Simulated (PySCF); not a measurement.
# Continuum solvent and chemical shifts

Bonds (- single, = double, # triple, : aromatic): C1-C2, C2-C3, C3:C4, C4:C5, C5:C6, C6:C7, C7-C8, C7:C9, C9-N10, C9:C3. C1 carries H11, H12, H13; C2 carries H14, H15; C4 carries H16; C5 carries H17; C6 carries H18; C8 carries H19, H20, H21; N10 carries H22, H23.

GIAO PBE0/pcSseg-1 in PySCF 2.14.0 with density-fitted response routines on one PBE0-D3(BJ)/def2-SVP conformer, non-relativistic, equivalent nuclei averaged. Solvents enter as an IEF-PCM continuum (benzene with ε = 2.3, chloroform with ε = 4.7, acetone with ε = 20.5) around the gas-phase geometry. Shifts are referred to TMS computed in the same medium.

Gas phase, δ in ppm: C9 147.2, C6 134.1, C4 133.5, C3 129.0, C7 123.0, C5 121.9, C2 29.8, C8 19.4, C1 14.3, H18 7.08, H16 7.03, H17 6.74, H22/H23 3.17, H14/H15 2.37. Dipole moment 1.81 D.

(1) How does each δ change in the continuum?

(2) Which nuclei move most (in ppm), and what does the model miss?

## Answers

(1) 
```tsv
atoms	environment	Δδ, benzene	Δδ, chloroform	Δδ, acetone
C9	aromatic carbon bearing nitrogen	+1.2	+1.9	+2.5
C6	aromatic CH	+0.2	+0.3	+0.4
C4	aromatic CH	+0.2	+0.3	+0.4
C3	substituted aromatic carbon	+1.1	+1.8	+2.5
C7	substituted aromatic carbon	+1.3	+2.1	+2.9
C5	aromatic CH	-0.2	-0.4	-0.5
C2	sp3 CH2 on an aromatic ring	0.0	-0.1	-0.1
C8	methyl carbon on an aromatic ring	+0.2	+0.3	+0.4
C1	methyl carbon	+0.2	+0.3	+0.5
H18	hydrogen on an aromatic CH	+0.06	+0.10	+0.15
H16	hydrogen on an aromatic CH	+0.06	+0.10	+0.14
H17	hydrogen on an aromatic CH	+0.03	+0.04	+0.07
H22/H23	hydrogen on an aniline-type nitrogen	+0.23	+0.39	+0.55
H14/H15	hydrogen on an sp3 CH2 on an aromatic ring	+0.06	+0.10	+0.15
```

Changes are relative to the gas phase. The dipole moment becomes 2.15 D in benzene, 2.38 D in chloroform, 2.61 D in acetone.

(2) C7 (substituted aromatic carbon, +2.9 ppm) in acetone. A continuum only polarises the solute; specific hydrogen bonds, the anisotropy of aromatic solvents and changes of geometry or conformer are outside it.
